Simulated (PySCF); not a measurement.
Cost of one run: shielding job, `Cn1nccc1C(F)(F)F`.

Method: GIAO PBE0/pcSseg-1 NMR shielding, non-relativistic, gas phase (PySCF 2.14.0, density-fitted response routines). Geometry: GFN2-xTB, MD frame at 425 fs, 600 K. Work: shieldings, ring-centre shieldings, density fitting. The command runs a driver script over a list of jobs; the input below is this job's line of settings and its coordinates in Å.

Command:
```bash
OMP_NUM_THREADS=1 python probes_run.py task.json out
```

Input:
```
{"job": {"kind": "nmr", "xc": "PBE0", "basis": "pcSseg-1", "pop": false}, "charge": 0, "multiplicity": 1}
C     -2.192500    -0.840600    -0.508300
N     -1.149900     0.114500    -0.235200
N     -1.393600     1.462000    -0.190000
C     -0.240100     2.103400     0.046200
C      0.781900     1.151600    -0.024900
C      0.198600    -0.106800    -0.104400
C      0.945600    -1.404600     0.061900
F      0.216100    -2.400100    -0.243300
F      1.463200    -1.643200     1.305000
F      2.015800    -1.221400    -0.792200
H     -3.055700    -0.478000     0.119800
H     -2.127500    -1.913400    -0.370700
H     -2.638600    -0.755400    -1.494900
H     -0.370900     3.200800    -0.020200
H      1.801000     1.385300     0.096100
```

Hardware: Arm Neoverse N1, one thread, on a shared host. PySCF's memory limit was set to 1200 MB.

Problem. How large is the basis?

Solution. 195 functions for 76 electrons, with 1000 fitting functions; the fitted three-index integrals, 1000 × 195 × 196/2 numbers of 8 bytes, come to 150 MiB.

Problem. Which is nearest to the wall time?
A. 43 s
B. 43 min
C. 5.7 min

Solution. A. The run took 43 s. The SCF took 14 cycles.

Problem. Estimate the peak memory.

Solution. About 0.88 GiB. Peak memory is the resident size of the whole Python process, interpreter and libraries included.

The SCF part of the output:
```
coarse grid: 13912 points
cycle   1  E = -601.5940652532  dE =  1.907e+00  |g| = 9.654e-01  |ddm| = 3.676e+00
cycle   2  E = -601.3235153978  dE =  2.705e-01  |g| = 1.589e+00  |ddm| = 1.542e+00
cycle   3  E = -601.7562902709  dE = -4.328e-01  |g| = 1.866e-01  |ddm| = 1.075e+00
cycle   4  E = -601.7625811513  dE = -6.291e-03  |g| = 8.788e-02  |ddm| = 2.196e-01
cycle   5  E = -601.7642446409  dE = -1.663e-03  |g| = 2.034e-02  |ddm| = 8.159e-02
cycle   6  E = -601.7643166102  dE = -7.197e-05  |g| = 4.955e-03  |ddm| = 1.562e-02
cycle   7  E = -601.7643203035  dE = -3.693e-06  |g| = 1.658e-03  |ddm| = 3.873e-03
final grid: 139696 points
cycle   8  E = -601.8390946493  dE = -4.598e-05  |g| = 8.445e-03  |ddm| = 3.413e-02
cycle   9  E = -601.8390766747  dE =  1.797e-05  |g| = 1.288e-02  |ddm| = 1.678e-02
cycle  10  E = -601.8391091775  dE = -3.250e-05  |g| = 2.050e-03  |ddm| = 1.038e-02
cycle  11  E = -601.8391101309  dE = -9.534e-07  |g| = 5.329e-04  |ddm| = 1.908e-03
cycle  12  E = -601.8391101834  dE = -5.243e-08  |g| = 1.540e-04  |ddm| = 4.377e-04
cycle  13  E = -601.8391101871  dE = -3.770e-09  |g| = 3.740e-05  |ddm| = 1.243e-04
cycle  14  E = -601.8391101874  dE = -2.590e-10  |g| = 1.164e-05  |ddm| = 3.664e-05
converged SCF energy = -601.8391101874
```

On the final grid dE counts from the start density on that grid.

Other jobs ran on the host; a repeat could differ by tens of per cent or more.
